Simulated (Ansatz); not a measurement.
Total energies of CrH4 from Ansatz at PBE0-D4/def2-TZVPD, gas phase (1 Eh = 27.2114 eV = 2625.5 kJ/mol). The reference geometry is relaxed at PBE-D4/def2-TZVP.

```tsv
state	geometry	energy (Eh)
charge 0 triplet	reference	-1046.50581
charge -1 quartet	reference	-1046.55685
charge -1 quartet	relaxed at PBE-D4/def2-TZVPD	-1046.57925
free Cr atom (septet)	–	-1044.22561
free H atom (doublet)	–	-0.50104
```

Other spin states of the ions weren't run at this level and may lie lower.

Work out the vertical electron affinity, to the quartet.

E(charge 0 triplet) − E(charge -1 quartet) = -1046.50581 − (-1046.55685) = 0.05104 Eh = 1.39 eV.

How much does the charge -1 quartet relax, and what is the adiabatic electron affinity?

Relaxation: -1046.55685 − (-1046.57925) = 0.02240 Eh = 0.61 eV. Adiabatic electron affinity: 0.07344 Eh = 2.00 eV, without zero-point energy. 

What is the binding energy per atom against free atoms?

Atoms: 1 × (-1044.22561) + 4 × (-0.50104) = -1046.22977 Eh. Binding: -1046.22977 − (-1046.50581) = 0.27604 Eh = 7.51 eV, or 1.50 eV for each of 5 atoms (no zero-point energy, no counterpoise term).

At PBE0-D4/def2-TZVPD the charge 0 triplet is spin-contaminated (final ⟨S²⟩ up to 2.26, 2.00 for a pure state). At PBE0-D4/def2-TZVPD the charge -1 quartet is spin-contaminated (final ⟨S²⟩ up to 3.87, 3.75 for a pure state). At PBE0-D4/def2-TZVPD the relaxed charge -1 quartet is spin-contaminated (final ⟨S²⟩ up to 3.93, 3.75 for a pure state). At PBE0-D4/def2-TZVPD the highest occupied level of the charge -1 quartet lies above zero (up to 0.37 eV). By energy differences its removal costs 1.39 eV (vertical, to the charge 0 triplet, at PBE0-D4/def2-TZVPD); a positive level beside a positive removal energy at the same level points to self-interaction error.
